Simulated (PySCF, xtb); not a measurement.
germylsilane (GeH₆Si), SMILES [SiH3][GeH3].

Harmonic wavenumbers (cm⁻¹) from GFN2-xTB run with xtb at its own minimum, in rising order: 38, 347, 348, 380, 501, 501, 744, 790, 790, 858, 897, 898, 1933, 2020, 2023, 2252, 2257, 2259.

### Question
What does PBE0-D3(BJ)/def2-TZVP in PySCF give at its own minimum? (Estimate from the structure and the level; the computed values follow.)

### Answer
118, 358, 358, 358, 594, 594, 783, 884, 884, 886, 940, 940, 2144, 2152, 2152, 2218, 2231, 2231. Paired by order, the mean absolute difference is 67 cm⁻¹ and the zero-point energies are 28.4 and 29.8 kcal/mol.
